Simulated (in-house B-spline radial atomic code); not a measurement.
# BSE on G0W0@HF excitations of K+

Method: BSE on G0W0@HF. Computed with an all-electron radial atomic-structure program (B-spline basis): linear response of the closed shell [Ne] 3s2 3p6 with a statically screened interaction on G0W0 levels; non-relativistic, point nucleus, no spin-orbit coupling, no double excitations, S, P, D and F terms only. Only terms of natural parity with L up to 3 were computed.

Only levels near the gap carry their own quasi-particle shift, so the BSE energies are approximate.

Command:
```bash
python run_td.py task.json out
```
Settings (radii: box in bohr, nucleus in fm):
```
Z                        19
electrons                18
configuration            [Ne] 3s2 3p6
hamiltonian              nr
method                   bse
box_radius               41.61
intervals                55
```

Cost of the run: 6.2 s on 1 thread of Intel(R) Xeon(R) Platinum 8375C CPU @ 2.90GHz (Ice Lake), with other jobs on the host.

The lowest states, in the order of their Tamm-Dancoff energies; the method's threshold (minus the highest G0W0 level) is 32.16 eV. Labels give the largest channel, * marks a mixed state, and oscillator strengths are full-response dipole values. Energies in eV:

```
     state  full response  Tamm-Dancoff  oscillator strength
3p → 4s 3P         20.875        20.885                    -
3p → 4s 1P         21.315        21.325                0.404
3p → 3d 3P         21.698        21.747                    -
3p → 3d 3F         22.168        22.276                    -
3p → 4p 3S              ?             ?                    -
3p → 3d 1F              ?             ?                    -
3p → 4p 3D         23.798        23.808                    -
3p → 4p 1D         24.010        24.013                    -
3p → 4p 1S         24.768        24.859                    -
3p → 3d 1P         25.778        25.962                 1.42
```

Question: Where does 3p → 3d 1F lie?

Answer: At 23.605 eV in full response, 23.614 eV in Tamm-Dancoff.

Question: Where does 3p → 4p 3S lie?

Answer: At 23.330 eV in full response, 23.349 eV in Tamm-Dancoff.

Question: How large is the singlet-triplet splitting of 3p → 4s (P terms) in Tamm-Dancoff?

Answer: 0.44 eV, from the unrounded values.

Question: What polarisabilities and dispersion coefficient does the method give?

Answer: Dipole 5.204 bohr³, quadrupole 15.67 bohr⁵, C6 22.16 hartree·bohr⁶ for two such species.
